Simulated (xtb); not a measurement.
F2GeH2O, SMILES [OH][GeH]([F])[F]. All values are semi-empirical tight-binding results from xtb (GFN2-xTB unless named), good for trends rather than for accurate numbers. Coordinates come from a GFN2-xTB optimisation. The values are those of a single conformer.

Optimised geometry:

Bonds (Å): Ge1–O2 1.694, Ge1–F3 1.722, Ge1–F4 1.722, Ge1–H5 1.471, O2–H6 0.959. Bond angles (°): O2–Ge1–F3 108.5, O2–Ge1–F4 108.5, O2–Ge1–H5 113.3, F3–Ge1–F4 101.5, F3–Ge1–H5 112.2, F4–Ge1–H5 112.2, Ge1–O2–H6 119.2.

For metal compounds this method's bond lengths and energies can be far off.

### Question
Estimate the properties. (An estimate is asked for; the answer gives what the named calculation found.)

### Answer

The point group as xtb finds it is Cs and the orbital gap comes out as 9.47 eV. The zero-point energy is 14.3 kcal/mol and the G − E(el) at 298.15 K (modified RRHO) comes out as -4.4 kcal/mol.

Computed atomic charges and the Wiberg bond orders between heavy atoms:
charges (e) Ge1 0.43, O2 -0.41, F3 -0.24, F4 -0.24, H5 0.11, H6 0.35. Bond orders Ge1–O2 1.22, Ge1–F3 1.08, Ge1–F4 1.08.
